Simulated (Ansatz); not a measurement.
Basis-set series for dimethyl telluride, C₂H₆Te. Total charge 0; spin multiplicity 1. Te: def2 effective core potential. The geometry is a stationary point of PBE0-D4/def2-TZVP.

| functional | basis | functions | energy (Eh) | HOMO (eV) | LUMO (eV) |
| --- | --- | --- | --- | --- | --- |
| PBE0-D4 | def2-SVP | 84 | -347.68124 | -5.55 | -0.08 |
| PBE0-D4 | def2-QZVPP | 376 | -347.79274 | -5.67 | -0.46 |
| ωB97M-V | def2-SVP | 84 | -347.67392 | -7.65 | 1.84 |
| ωB97M-V | def2-QZVPP | 376 | -347.79357 | -7.80 | 1.12 |

(1) Give the rows for def2-TZVPP. (Best estimate.)

Answers

(1) Ansatz gave: 
| functional | basis | functions | energy (Eh) | HOMO (eV) | LUMO (eV) |
| --- | --- | --- | --- | --- | --- |
| PBE0-D4 | def2-TZVPP | 196 | -347.78575 | -5.65 | -0.37 |
| ωB97M-V | def2-TZVPP | 196 | -347.78628 | -7.78 | 1.34 |

Positive LUMOs are unbound and depend on the basis.
